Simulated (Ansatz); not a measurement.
One change: `[NH2][GaH][CH2]F` becomes `C[NH][GaH][CH2]F`.

Ansatz, PBE0-D4/def2-TZVP geometries, multiplicity 1. Each molecule was computed in one conformer, which needn't be the lowest.

Scalar relativity is left out up to krypton.

```csv
property,`[NH2][GaH][CH2]F`
HOMO energy (PBE/def2-TZVPP) / eV,-6.12
LUMO energy (ωB97M-V/def2-TZVPP) / eV,1.10
LUMO energy (B3LYP/def2-TZVPP) / eV,-0.86
HOMO energy (ωB97M-V/def2-TZVPP) / eV,-9.87
HOMO–LUMO gap (B3LYP/def2-TZVPP) / eV,6.39
HOMO–LUMO gap (ωB97M-V/def2-TZVPP) / eV,10.97
```

(1) What does the change do to each property? (Best estimate.)

## Answers

(1) Ansatz gave: 
| property | `C[NH][GaH][CH2]F` | shift |
| --- | --- | --- |
| HOMO energy (PBE/def2-TZVPP) / eV | -5.48 | 0.64 |
| LUMO energy (ωB97M-V/def2-TZVPP) / eV | 1.11 | 0.01 |
| LUMO energy (B3LYP/def2-TZVPP) / eV | -0.82 | 0.04 |
| HOMO energy (ωB97M-V/def2-TZVPP) / eV | -9.04 | 0.83 |
| HOMO–LUMO gap (B3LYP/def2-TZVPP) / eV | 5.71 | -0.68 |
| HOMO–LUMO gap (ωB97M-V/def2-TZVPP) / eV | 10.15 | -0.82 |

B3LYP here is the variant with VWN-RPA as its local correlation; programs differ in this.
